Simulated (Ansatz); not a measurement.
Mulliken charges of B3F2H3 (`BB(F)BF`) from PBE/def2-TZVPP in Ansatz (PBE0-D4/def2-TZVP geometry).

| atom | x (Å) | y (Å) | z (Å) | charge (e) |
| --- | --- | --- | --- | --- |
| B1 | -0.179 | 1.366 | 0.577 | -0.163 |
| B2 | 0.566 | -0.106 | 0.300 | 0.300 |
| F3 | 1.728 | -0.439 | 0.879 | -0.179 |
| B4 | -0.161 | -1.287 | -0.728 | 0.152 |
| F5 | -0.064 | -1.181 | -2.046 | -0.169 |
| H6 | 0.032 | 2.312 | -0.128 | 0.042 |
| H7 | -1.029 | 1.503 | 1.411 | 0.041 |
| H8 | -0.800 | -2.224 | -0.320 | -0.025 |

**Question.** By hand: the dipole of these point charges (1 e Å = 4.8032 D).

**Answer.** Σ q r = (-0.145, 0.042, 0.134) e Å, of length 0.202 e Å = 0.97 D.

**Question.** How does the dipole of the full density compare? (An estimate is asked.)

**Answer.** Ansatz gave: (-0.120, 0.041, 0.066) e Å, 0.69 D; the point charges give 1.41 times that, at 14° from its direction.

Point charges leave out the atoms' own dipoles, such as those of lone pairs, and Mulliken's split depends on the basis, so the two needn't agree.
